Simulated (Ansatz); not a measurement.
```xyz
10

F    -2.014   -1.188   -0.306
B    -0.850   -0.697   -0.767
Cl   -0.439   -1.001   -2.485
S     0.691   -1.268    0.386
B     1.072    0.703    0.393
F     1.220    1.168    1.646
Cl    2.376    1.050   -0.785
S    -0.687    1.268   -0.392
H    -0.015   -1.250    1.533
H    -1.354    1.215    0.777
```

Charge 0, multiplicity 1.

Problem. List the ωB97M-V/def2-TZVPP orbital energies in eV (Ansatz). (An estimate is asked.)

Solution. Ansatz gave: Occupied: -2771.92, -2771.92, -2428.40, -2428.40, -678.05, -678.05, -262.34, -262.34, -222.41, -222.41, -199.82, -199.82, -199.68, -199.68, -199.68, -199.68, -191.56, -191.56, -165.51, -165.51, -165.41, -165.41, -165.38, -165.38, -36.95, -36.94, -26.67, -26.05, -25.23, -24.39, -18.80, -18.40, -17.23, -16.64, -16.34, -16.22, -15.93, -15.46, -15.19, -13.96, -13.30, -12.99, -12.08, -11.84, -11.77, -11.34, -10.89, -10.84. Lowest empty: 1.10, 1.21, 2.05, 2.62, 2.95, 3.11, 3.14, 3.73.
